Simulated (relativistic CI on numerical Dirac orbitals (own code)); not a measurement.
## Slater and spin-orbit integrals, Tb⁵⁹⁺

Calculated at this level of theory: Dirac-Coulomb-Breit CI, separate exchange-only KLI orbitals for each configuration, model QED, unscaled Slater integrals (own radial code, finite nucleus).

Slater integrals F^k, G^k are unscaled and averaged over j, outside the closed core 1s2; ζ comes from projecting the Hamiltonian with its Breit term on Σ l·s of the shell.

- 2s2 2p2: F^2(2p,2p) = 1.2319e+06, ζ(2p) = 4.3305e+06 cm⁻¹; <r>(2p) = 0.07665, <r^2>(2p) = 0.007141 (bohr units).
- 2s 2p3: F^2(2p,2p) = 1.2308e+06, G^1(2s,2p) = 1.3136e+06, ζ(2p) = 4.3177e+06 cm⁻¹; <r>(2s) = 0.0875, <r^2>(2s) = 0.009062, <r>(2p) = 0.07672, <r^2>(2p) = 0.007154 (bohr units).
- 2p4: F^2(2p,2p) = 1.229e+06, ζ(2p) = 4.305e+06 cm⁻¹; <r>(2p) = 0.07683, <r^2>(2p) = 0.007175 (bohr units).

Averages of the first 10 configurations, taken without configuration mixing, which lowers the lowest level and can move excited configurations by several eV; other configurations of the list can lie among them:

```
Configuration  Parity  States  Average energy above the lowest level (eV)
      2s2 2p2    even      15                                      1063.3
       2s 2p3     odd      40                                      1852.3
          2p4    even      15                                      2695.2
       2p3 3s     odd      40                                      9808.9
       2p3 3p    even     120                                     10039.0
       2p3 3d     odd     200                                     10224.9
    2s2 2p 3s     odd      12                                      8243.9
    2s2 2p 3p    even      36                                      8483.5
    2s2 2p 3d     odd      60                                      8669.5
    2s 2p2 3s    even      60                                      8999.3
```
